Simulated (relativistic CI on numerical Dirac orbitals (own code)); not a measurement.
Forbidden lines of Dy XXXIV

Computed by Dirac-Coulomb-Breit CI, KLI orbitals optimised for each configuration, a model potential for QED, unscaled Slater integrals (own radial code, finite nucleus).

Configurations in the expansion (outside the closed core [Ar] 3d10): 4s²4p³, 4s4p⁴, 4s²4p²4d, 4p⁵, 4s4p³4d, 4s²4p²4f, 4s4p³4f, 4p⁴4d, 4s4p²4d², 4s²4p4d4f, 4p⁴4f, 4p³4d4f, 4s²4p²5s, 4s4p²4f², 4p⁴5s, 4s²4p²5p, 4s4p²4d5s, 4s²4p4f5s, 4s4p³5s, 4s²4p²5d, 4s4p³5p, 4s²4p²5f, 4s²4p²5g, 4s4p³5d, 4p³4f5s, 4s4p³5f, 4s²4p²6s, 4s²4p4d², 4s²4d³, 4s4p4d³, 4s²4d²4f, 4s4p4d²4f, 4s²4d²5s, 4p³4d², 4p²4d³, 4p²4d²4f, 4p²4d²5s, 4s²4p4f², 4s²4d4f², 4s4p4d4f², 4s²4f³, 4s4p4f³, 4s²4f²5s, 4p³4f², 4p²4d4f², 4p²4f³, 4p²4f²5s, 4s4p²4d4f, 4s4p4d4f5s, 4s²4p4d5s, 4s4p4d²5s, 4s²4d4f5s, 4s²4d5s², 4p³4d5s, 4p²4d4f5s, 4p²4d5s², 4s4p²4f5s, 4s4p4f²5s, 4s4p4f5s², 4s²4p5s², 4s4p4d5s², 4s²4f5s². Double excitations out of closed p, d and f shells are left out; levels of such configurations are missing from the list, as are those of other unlisted configurations, and high levels can miss mixing partners. These lack a partner that the ground configuration has and come out too high: 4s²4p²5p, 4s²4p²5d, 4s4p³5p, 4s²4p²5f, 4s²4p²5g.

```csv
λ vac (nm),Lower,Upper,Type,A (s⁻¹),gf,Branching (%)
9.0754,4s²4p³ ²D°5/2 [3],4s²4p²4d ²G9/2 [19],M2,2.90e+03,3.58e-08,14.6
18.973,4s4p⁴ ⁴P5/2 [6],4s²4p²4d ²G9/2 [19],E2,2.41e+03,1.30e-07,12.2
20.720,4s²4p²4d ²G7/2 [15],4s²4p²4d ⁴F9/2 [35],M1,3.85e+04,2.48e-06,3.1
21.662,4s²4p³ ⁴S°3/2 [2],4s²4p³ ²P°3/2 [5],M1,1.52e+06,4.26e-05,69.5
21.956,4s²4p³ ²P°3/2 [1],4s²4p³ ²P°1/2 [4],E2,2.46e+04,3.56e-07,3.2
21.956,4s²4p³ ²P°3/2 [1],4s²4p³ ²P°1/2 [4],M1,7.50e+05,1.08e-05,96.8
23.114,4s²4p²4d ⁴D7/2 [17],4s²4p²4d ⁴F9/2 [35],M1,4.06e+05,3.25e-05,33.1
23.613,4s²4p³ ²D°5/2 [3],4s²4p³ ²P°3/2 [5],E2,4.39e+04,1.47e-06,2.0
23.613,4s²4p³ ²D°5/2 [3],4s²4p³ ²P°3/2 [5],M1,3.47e+05,1.16e-05,15.9
24.520,4s²4p³ ²P°3/2 [1],4s²4p³ ²D°5/2 [3],E2,2.02e+04,1.09e-06,9.9
24.520,4s²4p³ ²P°3/2 [1],4s²4p³ ²D°5/2 [3],M1,1.83e+05,9.91e-06,89.9
25.542,4s²4p²4d ²G9/2 [19],4s²4p²4d ⁴F9/2 [35],M1,4.80e+05,4.70e-05,39.2
26.604,4s²4p³ ²P°1/2 [4],4s²4p³ ²P°3/2 [5],M1,2.56e+05,1.09e-05,11.7
27.049,4s²4p³ ²P°3/2 [1],4s²4p³ ⁴S°3/2 [2],M1,1.01e+06,4.43e-05,99.6
28.585,4s²4p²4d ⁴D5/2 [10],4s²4p²4d ²G9/2 [19],E2,4.81e+03,5.89e-07,24.3
32.961,4s²4p²4d ²F7/2 [25],4s²4p²4d ⁴F9/2 [35],M1,2.54e+05,4.13e-05,20.7
109.76,4s²4p²4d ²G7/2 [15],4s²4p²4d ²G9/2 [19],M1,9.16e+03,1.65e-05,46.3
```

Terms are leading LS components. Brackets give the number of a level in order of energy, since labels repeat. The list gives strong lines, with weight on those to low levels, among the lowest 400 of 11824 levels, so that lines to higher ones, which can be the strongest, are missing. Levels whose partners in the same complex of configurations lie outside the list can be far off, and so can their lines. Rates are taken at the computed energies, electric ones in the length gauge.

At this charge energies of transitions that change n are usually good to better than 1 %, and those within a shell (Δn = 0) to a few per cent.

From the table, what is the radiative lifetime of 4s²4p²4d ²G9/2?

The listed rates from this level add up to about 1.93e+04 s⁻¹, 97 % of its decay; with all channels τ = 5.05e-05 s.

LS names give the leading component of a level, which can be under half, so a name can repeat, a term be missing and a line seem to break the LS rules.
